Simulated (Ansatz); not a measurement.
```xyz
11

C    -0.827    2.268    2.104
C    -0.684    1.252    1.452
Zr   -0.406   -0.539    0.271
Cl   -1.702   -2.264    1.137
C     1.683   -1.098    0.314
C     2.862   -1.396    0.330
C    -0.990   -0.138   -1.773
C    -1.305    0.100   -2.923
H    -0.951    3.161    2.676
H     3.898   -1.655    0.344
H    -1.580    0.310   -3.933
```

Charge 0, multiplicity 1. Zr: def2 effective core potential.

Problem. List the PBE/def2-TZVPP orbital energies in eV (Ansatz). (An estimate is asked.)

Solution. The calculation gave: Occupied: -2738.98, -269.48, -269.48, -269.48, -268.75, -268.75, -268.75, -249.56, -190.17, -190.13, -190.13, -55.42, -33.09, -32.92, -32.92, -19.97, -18.52, -18.49, -18.49, -13.54, -13.50, -13.50, -9.50, -9.05, -9.01, -9.01, -8.34, -8.34, -7.54, -7.54, -7.42, -7.22, -7.22, -7.14. Lowest empty: -3.52, -3.51, -2.70, -2.12, -2.12, -0.11, 0.01, 0.53.
